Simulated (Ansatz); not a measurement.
`[OH][Y]([F])[F]` + H₂O → `[OH][Y]([OH])[F]` + H–F  (formal hydrolysis of a Y–F bond)

Gas-phase electronic energies from Ansatz, PBE0-D4/def2-TZVP geometries. CBS: MP2 limit from def2 TZ/QZ plus the TZ coupled-cluster correction, frozen cores. This one scheme is used for every species. DFT in def2-TZVPP. B3LYP here is the variant with VWN-RPA as its local correlation; programs differ in this. Elements past krypton have def2 core potentials. For Y outer-core shells are correlated without core-valence functions, which leaves a few kJ/mol of doubt a bond. One conformer a species, not always the lowest.

```json
{"level": "r2SCAN", "ΔE (eV)": "0.63"}
{"level": "B3LYP", "ΔE (eV)": "0.62"}
{"level": "BHLYP", "ΔE (eV)": "0.61"}
{"level": "SCS-MP2/def2-TZVPP", "ΔE (eV)": "0.51"}
```

(1) What does CCSD(T)/CBS give? (Best estimate.)

Largest T1 diagnostic among the species: 0.015.

## Answers

(1) Ansatz gave: +0.56 eV. The listed levels differ from it by 0.07, 0.06, 0.05, -0.05 eV.

From BLYP to BHLYP (50 % exact exchange), in def2-TZVPP and without D4, ΔE moves by −0.04 eV. Leaving LDA and LC-ωPBE aside and taking each functional with its dispersion term where it has one, the values, not all of them listed here, spread over 0.09 eV, from PBE-QIDH to B97M-V. LDA lies −0.07 eV from PBE without D4.
